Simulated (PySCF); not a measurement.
dimethyl carbonate (C3H6O3), singlet, at a GFN2-xTB geometry; PySCF with DF-B3LYP/6-31G**.

Input for PySCF:
```python
from pyscf import gto, scf, dft

mol = gto.M(
    atom='''
C     2.325173    0.099942    0.050335
O     1.104821   -0.544378    0.393599
C    -0.002253    0.060410   -0.038277
O    -0.040373    1.076149   -0.672095
O    -1.060156   -0.650532    0.353326
C    -2.324068   -0.126399   -0.033994
H     2.335729    1.124570    0.426829
H     3.111498   -0.487643    0.516371
H     2.453832    0.121270   -1.033615
H    -3.064836   -0.809658    0.372403
H    -2.401041   -0.079291   -1.121965
H    -2.462629    0.877117    0.372963
''',
    basis='6-31g**',
    charge=0,
    spin=0,
    verbose=4,
)

mf = dft.RKS(mol)
mf.xc = 'b3lyp'
mf = mf.density_fit(auxbasis='def2-universal-jkfit')
mf.kernel()
mf.analyze()
```

What does PySCF print? Leave out banner, timings and long lists.


```
PySCF version 2.14.0

[INPUT] verbose = 4
[INPUT] num. atoms = 12
[INPUT] num. electrons = 48
[INPUT] charge = 0
[INPUT] spin (= nelec alpha-beta = 2S) = 0
[INPUT] symmetry False subgroup None
[INPUT] Mole.unit = angstrom
[INPUT] Symbol           X                Y                Z      unit          X                Y                Z       unit  Magmom
[INPUT]  1 C      2.325173000000   0.099942000000   0.050335000000 AA    4.393940162233   0.188863008341   0.095119364480 Bohr   0.0
[INPUT]  2 O      1.104821000000  -0.544378000000   0.393599000000 AA    2.087809106668  -1.028725328238   0.743794312903 Bohr   0.0
[INPUT]  3 C     -0.002253000000   0.060410000000  -0.038277000000 AA   -0.004257552959   0.114158355185  -0.072333046870 Bohr   0.0
[INPUT]  4 O     -0.040373000000   1.076149000000  -0.672095000000 AA   -0.076293912827   2.033626879225  -1.270075479690 Bohr   0.0
[INPUT]  5 O     -1.060156000000  -0.650532000000   0.353326000000 AA   -2.003404489314  -1.229327315266   0.667689372688 Bohr   0.0
[INPUT]  6 C     -2.324068000000  -0.126399000000  -0.033994000000 AA   -4.391852014866  -0.238859492419  -0.064239349878 Bohr   0.0
[INPUT]  7 H      2.335729000000   1.124570000000   0.426829000000 AA    4.413888111204   2.125129307902   0.806589912022 Bohr   0.0
[INPUT]  8 H      3.111498000000  -0.487643000000   0.516371000000 AA    5.879879057132  -0.921511716561   0.975799768668 Bohr   0.0
[INPUT]  9 H      2.453832000000   0.121270000000  -1.033615000000 AA    4.637070435694   0.229167087126  -1.953249268242 Bohr   0.0
[INPUT] 10 H     -3.064836000000  -0.809658000000   0.372403000000 AA   -5.791700656707  -1.530031874563   0.703739677966 Bohr   0.0
[INPUT] 11 H     -2.401041000000  -0.079291000000  -1.121965000000 AA   -4.537309903852  -0.149838274143  -2.120206571348 Bohr   0.0
[INPUT] 12 H     -2.462629000000   0.877117000000   0.372963000000 AA   -4.653694356412   1.657510909200   0.704797924596 Bohr   0.0

nuclear repulsion = 253.043182936849
number of shells = 54
number of NR pGTOs = 204
number of NR cGTOs = 114
basis = 6-31g**
ecp = {}

******** <class 'pyscf.df.df_jk.DFRKS'> ********
method = DFRKS
initial guess = minao
damping factor = 0
level_shift factor = 0
DIIS = <class 'pyscf.scf.diis.CDIIS'>
diis_start_cycle = 1
diis_space = 8
diis_damp = 0
SCF conv_tol = 1e-09
SCF conv_tol_grad = None
SCF max_cycles = 50
direct_scf = False
XC library pyscf.dft.libxc version 7.1.2
    S. Lehtola, C. Steigemann, M. J. T. Oliveira, and M. A. L. Marques,  SoftwareX 7, 1–5 (2018)
XC functionals = b3lyp
    P. J. Stephens, F. J. Devlin, C. F. Chabalowski, and M. J. Frisch,  J. Phys. Chem. 98, 11623 (1994)
radial grids:
    Treutler-Ahlrichs [JCP 102, 346 (1995); DOI:10.1063/1.469408] (M4) radial grids

becke partition: Becke, JCP 88, 2547 (1988); DOI:10.1063/1.454033
pruning grids: <function nwchem_prune>
grids dens level: 3
symmetrized grids: False
atomic radii adjust function: <function treutler_atomic_radii_adjust>
small_rho_cutoff = 0
Set gradient conv threshold to 3.16228e-05
Initial guess from minao.
tot grids = 143448
******** <class 'pyscf.df.df.DF'> ********
auxbasis = def2-universal-jkfit
init E= -344.422972535468
  HOMO = -0.360854262689654  LUMO = -0.0312896686318003  gap/eV = 8.96791
cycle= 1 E= -343.41561410837  delta_E= 1.01  |g|= 1.02  |ddm|= 3.29
  HOMO = -0.133905102965228  LUMO = 0.0895166404444487  gap/eV = 6.07962
cycle= 2 E= -343.078392969645  delta_E= 0.337  |g|=  1.7  |ddm|= 1.77
  HOMO = -0.273338182747137  LUMO = 0.0557409584263078  gap/eV = 8.95470
cycle= 3 E= -343.592863256145  delta_E= -0.514  |g|= 0.287  |ddm|= 1.23
  HOMO = -0.279047479150044  LUMO = 0.0485137945562926  gap/eV = 8.91340
cycle= 4 E= -343.607888476526  delta_E= -0.015  |g|= 0.0857  |ddm|= 0.266
  HOMO = -0.285650913230986  LUMO = 0.04442724146196  gap/eV = 8.98188
cycle= 5 E= -343.609168547451  delta_E= -0.00128  |g|= 0.0153  |ddm|= 0.0576
  HOMO = -0.283200115486695  LUMO = 0.047745120623484  gap/eV = 9.00548
cycle= 6 E= -343.60922350873  delta_E= -5.5e-05  |g|= 0.00318  |ddm|= 0.0154
  HOMO = -0.283764648501232  LUMO = 0.0473855883692891  gap/eV = 9.01106
cycle= 7 E= -343.609225559479  delta_E= -2.05e-06  |g|= 0.000607  |ddm|= 0.00242
  HOMO = -0.283852392960137  LUMO = 0.0473374834807481  gap/eV = 9.01214
cycle= 8 E= -343.609225625739  delta_E= -6.63e-08  |g|= 0.000237  |ddm|= 0.000597
  HOMO = -0.283838436691009  LUMO = 0.0473620748222863  gap/eV = 9.01242
cycle= 9 E= -343.609225638365  delta_E= -1.26e-08  |g|= 3.26e-05  |ddm|= 0.000193
  HOMO = -0.28384562594206  LUMO = 0.0473560759646041  gap/eV = 9.01246
cycle= 10 E= -343.609225638617  delta_E= -2.52e-10  |g|= 2.23e-06  |ddm|= 3.52e-05
  HOMO = -0.283845160152994  LUMO = 0.0473564550987189  gap/eV = 9.01246
Extra cycle  E= -343.609225638617  delta_E= -2.27e-13  |g|= 1.73e-06  |ddm|= 4.16e-06
converged SCF energy = -343.609225638617
**** SCF Summaries ****
Total Energy =                        -343.609225638617090
Nuclear Repulsion Energy =             253.043182936848751
One-electron Energy =                 -970.535328125604337
Two-electron Energy =                  373.882919550138524
Two-electron Coulomb Energy =          418.258625493627392
DFT Exchange-Correlation Energy =      -44.375705943488867
HOMO-LUMO gap [eV] =                     9.012455003061888
**** MO energy ****
MO #1   energy= -19.1892697797139  occ= 2
MO #2   energy= -19.1892292454759  occ= 2
MO #3   energy= -19.1284708046341  occ= 2
MO #4   energy= -10.35045339373    occ= 2
MO #5   energy= -10.2385184666914  occ= 2
MO #6   energy= -10.238501523162   occ= 2
MO #7   energy= -1.14439498951408  occ= 2
MO #8   energy= -1.05905944893975  occ= 2
MO #9   energy= -1.01921251635742  occ= 2
MO #10  energy= -0.76013637230804  occ= 2
MO #11  energy= -0.697494975390542 occ= 2
MO #12  energy= -0.578817145401568 occ= 2
MO #13  energy= -0.546169599961852 occ= 2
MO #14  energy= -0.507361280037044 occ= 2
MO #15  energy= -0.486688566770237 occ= 2
MO #16  energy= -0.460248067662565 occ= 2
MO #17  energy= -0.444150779151306 occ= 2
MO #18  energy= -0.43621323484265  occ= 2
MO #19  energy= -0.39938598505063  occ= 2
MO #20  energy= -0.376060623628444 occ= 2
MO #21  energy= -0.3550621710793   occ= 2
MO #22  energy= -0.304735540147561 occ= 2
MO #23  energy= -0.302476897646241 occ= 2
MO #24  energy= -0.283845160152994 occ= 2
MO #25  energy= 0.0473564550987189 occ= 0
MO #26  energy= 0.0984257138551405 occ= 0
MO #27  energy= 0.118993872941696  occ= 0
MO #28  energy= 0.120699899959292  occ= 0
MO #29  energy= 0.152916891717793  occ= 0
MO #30  energy= 0.159518049513653  occ= 0
MO #31  energy= 0.167624842450882  occ= 0
MO #32  energy= 0.169242494976485  occ= 0
 ** Mulliken pop on meta-lowdin orthogonal AOs  **
 ** Mulliken pop  **
 ** Mulliken atomic charges  **
charge of    0C =     -0.09996
charge of    1O =     -0.32758
charge of    2C =      0.62515
charge of    3O =     -0.48335
charge of    4O =     -0.32759
charge of    5C =     -0.09991
charge of    6H =      0.11709
charge of    7H =      0.12385
charge of    8H =      0.11570
charge of    9H =      0.12386
charge of   10H =      0.11618
charge of   11H =      0.11654
Dipole moment(X, Y, Z, Debye):  0.01074, -0.27818,  0.17712
```
